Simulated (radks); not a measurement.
Mn21+, 4 electrons, occupied as [He] 2s2. All-electron calculation, scalar-relativistic Kohn-Sham, r2SCAN, spin-unpolarised, spherical densities, finite nucleus; meta-GGA in the generalised Kohn-Sham scheme; Fermi nuclear charge, rms radius 3.7057 fm. Program: a radial shooting solver on a logarithmic mesh with Libxc functionals.

Unscreened Slater integrals over Kohn-Sham orbitals (hartree).

F0(2s,2s): 3.5692
F0(2s,1s): 4.9906
G0(2s,1s): 0.49790
F0(1s,1s): 15.556
